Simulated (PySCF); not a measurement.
Basis and Hamiltonian dependence of the excitation energy of Mo

Mo [Kr] 4d5 5s1 (7S) → Mo [Kr] 4d6 (5D). All values are computed (PySCF 2.14, energy differences of UHF-based or UKS calculations, no spin-orbit coupling). Values in eV.

```tsv
basis	Hamiltonian	functions	LDA	PBE0
aug-cc-pVDZ-PP with ECP28MDF	ECP	54	3.132	3.274
cc-pVTZ-PP with ECP28MDF	ECP	63	3.108	3.244
ANO-RCC-VTZP	spin-free X2C	68	3.030	3.228
aug-cc-pwCVDZ-PP with ECP28MDF	ECP	70	3.125	3.264
x2c-TZVPPall	spin-free X2C	79	2.974	3.177
aug-cc-pVTZ-PP with ECP28MDF	ECP	88	3.104	n/a
x2c-TZVPPall with one added diffuse shell each of s, p, d, f type	spin-free X2C	95	2.971	3.175
aug-cc-pVTZ-DK	spin-free X2C	102	2.975	3.177
x2c-QZVPPall	spin-free X2C	111	2.974	3.178
aug-cc-pwCVTZ-PP with ECP28MDF	ECP	122	3.102	3.238
```

Q: Estimate the row for def2-TZVPPD with the def2 core potential (28 electrons) (ECP, 56 functions).

A: From the rows with the same Hamiltonian and similar size; the calculation gives LDA 3.30; PBE0 3.42 (eV).
